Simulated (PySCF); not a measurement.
C₆H₈N (SMILES [NH3+]c1ccccc1), charge +1, singlet, at a GFN2-xTB geometry; M062X/cc-pVDZ run with PySCF.

Input for PySCF:
```python
from pyscf import gto, scf, dft

mol = gto.Mole()
mol.atom = '''
    N    -2.304251   -0.120615    0.271809
    C    -0.827573   -0.045694    0.103232
    C    -0.159448   -1.118567   -0.459111
    C     1.214441   -1.038239   -0.624000
    C     1.896319    0.101597   -0.229119
    C     1.211991    1.167173    0.333263
    C    -0.161951    1.098980    0.503425
    H    -2.784471    0.227506   -0.570829
    H    -2.594381   -1.095526    0.428486
    H    -2.598766    0.455289    1.072287
    H    -0.692947   -2.005637   -0.765225
    H     1.747087   -1.868141   -1.059380
    H     2.965114    0.158947   -0.358483
    H     1.742779    2.052940    0.642400
    H    -0.697337    1.927430    0.941939
'''
mol.basis = 'cc-pvdz'
mol.charge = 1
mol.spin = 0
mol.verbose = 4
mol.build()

mf = dft.RKS(mol)
mf.xc = 'm062x'
mf.kernel()
mf.analyze()
```

The log (banner, timings and long lists left out):

```
PySCF version 2.14.0

[INPUT] verbose = 4
[INPUT] num. atoms = 15
[INPUT] num. electrons = 50
[INPUT] charge = 1
[INPUT] spin (= nelec alpha-beta = 2S) = 0
[INPUT] symmetry False subgroup None
[INPUT] Mole.unit = angstrom
[INPUT] Symbol           X                Y                Z      unit          X                Y                Z       unit  Magmom
[INPUT]  1 N     -2.304251000000  -0.120615000000   0.271809000000 AA   -4.354403312255  -0.227929316514   0.513644568192 Bohr   0.0
[INPUT]  2 C     -0.827573000000  -0.045694000000   0.103232000000 AA   -1.563886318085  -0.086349145536   0.195080207291 Bohr   0.0
[INPUT]  3 C     -0.159448000000  -1.118567000000  -0.459111000000 AA   -0.301313051110  -2.113785281976  -0.867594050775 Bohr   0.0
[INPUT]  4 C      1.214441000000  -1.038239000000  -0.624000000000 AA    2.294960884443  -1.961987361842  -1.179189101729 Bohr   0.0
[INPUT]  5 C      1.896319000000   0.101597000000  -0.229119000000 AA    3.583523554809   0.191990505077  -0.432972159934 Bohr   0.0
[INPUT]  6 C      1.211991000000   1.167173000000   0.333263000000 AA    2.290331055438   2.205637309987   0.629775797451 Bohr   0.0
[INPUT]  7 C     -0.161951000000   1.098980000000   0.503425000000 AA   -0.306043035599   2.076771216375   0.951335374259 Bohr   0.0
[INPUT]  8 H     -2.784471000000   0.227506000000  -0.570829000000 AA   -5.261887591794   0.429924031695  -1.078710473959 Bohr   0.0
[INPUT]  9 H     -2.594381000000  -1.095526000000   0.428486000000 AA   -4.902669552775  -2.070244102340   0.809721188210 Bohr   0.0
[INPUT] 10 H     -2.598766000000   0.455289000000   1.072287000000 AA   -4.910956001831   0.860371517527   2.026328756931 Bohr   0.0
[INPUT] 11 H     -0.692947000000  -2.005637000000  -0.765225000000 AA   -1.309480048839  -3.790104635294  -1.446065673670 Bohr   0.0
[INPUT] 12 H      1.747087000000  -1.868141000000  -1.059380000000 AA    3.301515945788  -3.530274852071  -2.001938061842 Bohr   0.0
[INPUT] 13 H      2.965114000000   0.158947000000  -0.358483000000 AA    5.603253388114   0.300366298321  -0.677434690312 Bohr   0.0
[INPUT] 14 H      1.742779000000   2.052940000000   0.642400000000 AA    3.293375005643   3.879494350165   1.213960062421 Bohr   0.0
[INPUT] 15 H     -0.697337000000   1.927430000000   0.941939000000 AA   -1.317775946526   3.642314824270   1.780006736047 Bohr   0.0

nuclear repulsion = 281.926830174928
number of shells = 59
number of NR pGTOs = 238
number of NR cGTOs = 138
basis = cc-pvdz
ecp = {}

******** <class 'pyscf.dft.rks.RKS'> ********
method = RKS
initial guess = minao
damping factor = 0
level_shift factor = 0
DIIS = <class 'pyscf.scf.diis.CDIIS'>
diis_start_cycle = 1
diis_space = 8
diis_damp = 0
SCF conv_tol = 1e-09
SCF conv_tol_grad = None
SCF max_cycles = 50
direct_scf = True
direct_scf_tol = 1e-13
XC library pyscf.dft.libxc version 7.1.2
    S. Lehtola, C. Steigemann, M. J. T. Oliveira, and M. A. L. Marques,  SoftwareX 7, 1–5 (2018)
XC functionals = m062x
    Y. Zhao and D. G. Truhlar,  Theor. Chem. Acc. 120, 215 (2008)
    Y. Zhao and D. G. Truhlar,  Theor. Chem. Acc. 120, 215 (2008)
radial grids:
    Treutler-Ahlrichs [JCP 102, 346 (1995); DOI:10.1063/1.469408] (M4) radial grids

becke partition: Becke, JCP 88, 2547 (1988); DOI:10.1063/1.454033
pruning grids: <function nwchem_prune>
grids dens level: 3
symmetrized grids: False
atomic radii adjust function: <function treutler_atomic_radii_adjust>
small_rho_cutoff = 0
Set gradient conv threshold to 3.16228e-05
Initial guess from minao.
tot grids = 177080
init E= -289.748733867373
  HOMO = -0.282344075763838  LUMO = -0.0560971145463225  gap/eV = 6.15649
cycle= 1 E= -287.784678965118  delta_E= 1.96  |g|= 0.429  |ddm|= 3.87
  HOMO = -0.451417372775769  LUMO = -0.189754962369109  gap/eV = 7.12020
cycle= 2 E= -287.791551048935  delta_E= -0.00687  |g|= 0.481  |ddm|= 1.05
  HOMO = -0.47247019865936  LUMO = -0.146208335336794  gap/eV = 8.87804
cycle= 3 E= -287.849332067757  delta_E= -0.0578  |g|= 0.0566  |ddm|= 0.457
  HOMO = -0.47682178222593  LUMO = -0.147264532257302  gap/eV = 8.96771
cycle= 4 E= -287.849888479592  delta_E= -0.000556  |g|= 0.0392  |ddm|= 0.0882
  HOMO = -0.473668312857153  LUMO = -0.144774260982258  gap/eV = 8.94966
cycle= 5 E= -287.85026480044  delta_E= -0.000376  |g|= 0.00479  |ddm|= 0.0376
  HOMO = -0.473371948076677  LUMO = -0.144475008460816  gap/eV = 8.94974
cycle= 6 E= -287.850272483305  delta_E= -7.68e-06  |g|= 0.00136  |ddm|= 0.00709
  HOMO = -0.473468041577081  LUMO = -0.144680681295747  gap/eV = 8.94676
cycle= 7 E= -287.850272975217  delta_E= -4.92e-07  |g|= 0.000539  |ddm|= 0.00169
  HOMO = -0.473443730471896  LUMO = -0.144626944435164  gap/eV = 8.94756
cycle= 8 E= -287.85027305675  delta_E= -8.15e-08  |g|= 0.000121  |ddm|= 0.000672
  HOMO = -0.473429901721937  LUMO = -0.144620515184271  gap/eV = 8.94736
cycle= 9 E= -287.850273061667  delta_E= -4.92e-09  |g|= 5.15e-05  |ddm|= 0.00019
  HOMO = -0.473438318577729  LUMO = -0.144624626582146  gap/eV = 8.94748
cycle= 10 E= -287.850273062522  delta_E= -8.55e-10  |g|= 6.64e-06  |ddm|= 6.76e-05
  HOMO = -0.473437765728325  LUMO = -0.144624769043293  gap/eV = 8.94746
Extra cycle  E= -287.850273062539  delta_E= -1.69e-11  |g|= 4.27e-06  |ddm|= 1.26e-05
converged SCF energy = -287.850273062539
**** SCF Summaries ****
Total Energy =                        -287.850273062538975
Nuclear Repulsion Energy =             281.926830174927829
One-electron Energy =                 -935.562957492691567
Two-electron Energy =                  365.785854255224763
Two-electron Coulomb Energy =          407.887022939378710
DFT Exchange-Correlation Energy =      -42.101168684153976
HOMO-LUMO gap [eV] =                     8.947457381189384
**** MO energy ****
MO #1   energy= -15.0930695185001  occ= 2
MO #2   energy= -10.7835299232908  occ= 2
MO #3   energy= -10.7286811092982  occ= 2
MO #4   energy= -10.7286002297397  occ= 2
MO #5   energy= -10.7115718917499  occ= 2
MO #6   energy= -10.711521351153   occ= 2
MO #7   energy= -10.706459788206   occ= 2
MO #8   energy= -1.31665148266095  occ= 2
MO #9   energy= -1.1321391147263   occ= 2
MO #10  energy= -1.01761324704185  occ= 2
MO #11  energy= -1.01475604021431  occ= 2
MO #12  energy= -0.890205256637025 occ= 2
MO #13  energy= -0.872954752425125 occ= 2
MO #14  energy= -0.855054471825666 occ= 2
MO #15  energy= -0.823967760144866 occ= 2
MO #16  energy= -0.790166041606048 occ= 2
MO #17  energy= -0.726307701236749 occ= 2
MO #18  energy= -0.682973874095063 occ= 2
MO #19  energy= -0.667751759360772 occ= 2
MO #20  energy= -0.655561974693657 occ= 2
MO #21  energy= -0.610226440367104 occ= 2
MO #22  energy= -0.579274473916582 occ= 2
MO #23  energy= -0.56929148847618  occ= 2
MO #24  energy= -0.478006612017996 occ= 2
MO #25  energy= -0.473437765728325 occ= 2
MO #26  energy= -0.144624769043293 occ= 0
MO #27  energy= -0.137086689327044 occ= 0
MO #28  energy= -0.133427259042918 occ= 0
MO #29  energy= -0.0705723494462172 occ= 0
MO #30  energy= -0.0649685930470412 occ= 0
MO #31  energy= -0.0439294508647095 occ= 0
MO #32  energy= 0.00903216847283517 occ= 0
MO #33  energy= 0.0165746700617397 occ= 0
 ** Mulliken pop on meta-lowdin orthogonal AOs  **
 ** Mulliken pop  **
 ** Mulliken atomic charges  **
charge of    0N =     -0.17786
charge of    1C =      0.04939
charge of    2C =     -0.11870
charge of    3C =     -0.07179
charge of    4C =     -0.06641
charge of    5C =     -0.07187
charge of    6C =     -0.11855
charge of    7H =      0.30129
charge of    8H =      0.29761
charge of    9H =      0.29738
charge of   10H =      0.12624
charge of   11H =      0.14257
charge of   12H =      0.14199
charge of   13H =      0.14258
charge of   14H =      0.12614

WARN: System has nonzero charge 1; the dipole moment is origin-dependent.
Location of origin: [0. 0. 0.]

Dipole moment(X, Y, Z, Debye): -7.16176, -0.35301,  0.79078
```
